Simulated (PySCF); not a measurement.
**Al2H4O4**

Al2H4O4 is a small molecule, neutral, singlet. The structure, one conformer, was relaxed in the gas phase by PBE0-D3(BJ)/def2-SVP. No frequency run checks that it is a minimum.

SMILES: [OH][AlH][O][Al]([OH])[OH]

Coordinates in Å:
```
O1      1.980    0.959    1.572
Al2     0.963    0.931    0.215
O3      0.898    2.315   -0.764
O4      0.004   -0.398   -0.186
Al5    -1.050   -1.569   -0.807
O6     -2.616   -1.782   -0.185
H7      2.097    0.232    2.185
H8      1.418    3.097   -0.572
H9     -0.616   -2.543   -1.960
H10    -3.038   -1.267    0.504
```

Shieldings: GIAO PBE0/pcSseg-2. Shifts are against computed references at the same level: H TMS (σ 31.24 ppm). Core levels by delta-SCF with SCAN, pcX-2 on the ionised atom and pcseg-1 elsewhere, spin-free X2C (2p3/2 is the spin-free 2p value less a third of a first-order spin-orbit splitting); from the vacuum level, for chosen atoms.

Q: Give the NMR and core-level values of the distinct atoms.

A: 
```csv
atoms,bonded to,σ (ppm),δ (ppm),core level (eV)
O1,1 Al + 1 H,317.5,-,1s 538.21
Al2,3 O,473.2,-,2p3/2 80.87
O3,1 Al + 1 H,323.6,-,-
O4,2 Al,265.3,-,1s 537.20
Al5,2 O + 1 H,448.9,-,2p3/2 80.75
O6,1 Al + 1 H,288.1,-,1s 538.03
H7,1 O,30.36,0.88,-
H8,1 O,30.41,0.84,-
H9,1 Al,27.19,4.05,-
H10,1 O,29.95,1.29,-
```

Values are those of this one static structure; atoms that internal rotation interchanges would show their mean in an NMR spectrum.

Q: Which of O1, O4, O6 holds its core electrons tightest, and by how much against the loosest?

A: O1 (bonded to 1 Al + 1 H), by 1.01 eV over O4 (bonded to 2 Al).

Q: By CAM-B3LYP/def2-SVPD (TDDFT singlets, Tamm-Dancoff triplets, ionisation by delta-SCF), where does absorption start, and what does vertical ionisation take?

A: The first singlet with intensity lies at 7.06 eV (f 0.003); what lies below it is dark. The lowest singlet lies at 7.01 eV (f 0.000), the strongest of the first 6 at 7.75 eV (f 0.118), the lowest triplet at 6.69 eV; vertical ionisation takes 11.31 eV.
